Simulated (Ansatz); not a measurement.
Reaction (formal exchange of groups at the Se–Sn bond): `[SeH][SnH2][SeH]` + `[F][AlH2]` → `[F][AlH][SeH]` + `[SeH][SnH3]`

Computed with Ansatz on PBE0-D4/def2-TZVP structures; ΔE is electronic, products minus reactants. CCSD(T)/CBS is the MP2 limit (def2-TZVPP, def2-QZVPP) plus CCSD(T) − MP2 in def2-TZVPP, frozen cores. This one scheme is used for every species. DFT in def2-TZVPP. def2 core potentials past Kr. For Se, Sn outer-core shells are correlated without core-valence functions, which leaves a few kJ/mol of doubt a bond. Scalar relativity is left out up to krypton. One conformer a species, not always the lowest.

```csv
level,ΔE (kJ/mol),difference from CCSD(T)/CBS
B97M-V,-42.4,-3.3
r2SCANh-D4,-46.6,-7.5
BHLYP-D4,-39.4,-0.3
ωB97M-V,-44.1,-5.0
revPBE,-42.7,-3.6
CAM-B3LYP,-45.5,-6.4
CCSD/def2-SVP,-45.1,-6.0
HF/def2-TZVPP,-44.6,-5.5
SCS-MP2/def2-QZVPP,-38.0,1.1
HF/CBS(def2),-43.0,-3.9
CCSD(T)/CBS,-39.1,0
```

Largest T1 diagnostic among the species: 0.012.

Leaving LDA and LC-ωPBE aside and taking each functional with its dispersion term where it has one, the values, not all of them listed here, spread over 12.3 kJ/mol, from r2SCAN0-D4 to BLYP-D4. LDA lies −5.4 kJ/mol from PBE without D4. The D4 term adds +4.0 kJ/mol with B3LYP and +2.3 kJ/mol with PBE0; it sums over pairs of atoms, weighted by their polarisabilities, and B3LYP, whose exchange is more repulsive, gets the larger term.

B3LYP here is the variant with VWN-RPA as its local correlation; programs differ in this.
